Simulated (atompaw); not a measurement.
**u(r) = r·R(r): atom against pseudo-atom (Al (Z = 13))**

Columns: radius, all-electron u(r) and pseudo u(r) of the 3p shell (level -2.78 eV) of aluminium in the configuration [Ne] 3s2 3p1; LDA (PW92), scalar-relativistic, PAW (atompaw) scheme, atompaw 4.2.0.5.

| r (bohr) | all-electron | pseudo |
| --- | --- | --- |
| 0.085 | -0.0591 | 0.0022 |
| 0.169 | -0.1421 | 0.0085 |
| 0.254 | -0.1977 | 0.0190 |
| 0.338 | -0.2181 | 0.0331 |
| 0.423 | -0.2099 | 0.0510 |
| 0.508 | -0.1813 | 0.0720 |
| 0.592 | -0.1398 | 0.0955 |
| 0.677 | -0.0899 | 0.1215 |
| 0.762 | -0.0360 | 0.1492 |
| 0.846 | 0.0187 | 0.1778 |
| 0.931 | 0.0735 | 0.2074 |
| 1.015 | 0.1259 | 0.2369 |
| 1.100 | 0.1763 | 0.2667 |
| 1.185 | 0.2237 | 0.2959 |
| 1.269 | 0.2671 | 0.3238 |
| 1.354 | 0.3075 | 0.3510 |
| 1.438 | 0.3440 | 0.3766 |
| 1.523 | 0.3774 | 0.4009 |
| 1.608 | 0.4074 | 0.4236 |
| 1.692 | 0.4338 | 0.4444 |
| 1.777 | 0.4573 | 0.4637 |
| 1.862 | 0.4779 | 0.4813 |
| 1.946 | 0.4953 | 0.4969 |
| 2.031 | 0.5103 | 0.5108 |
| 2.115 | 0.5227 | 0.5227 |
| 2.200 | 0.5328 | 0.5328 |

Problem. How many radial nodes do the two functions have?

Solution. The all-electron 3p function has n − l − 1 = 1; the pseudo-wave has 0, since the states of the same l below it are removed with the core.

Problem. Is the pseudo-wave norm-conserving?

Solution. No, it belongs to a PAW set: the norm inside the radius is not constrained, and the difference is carried by the augmentation charge.
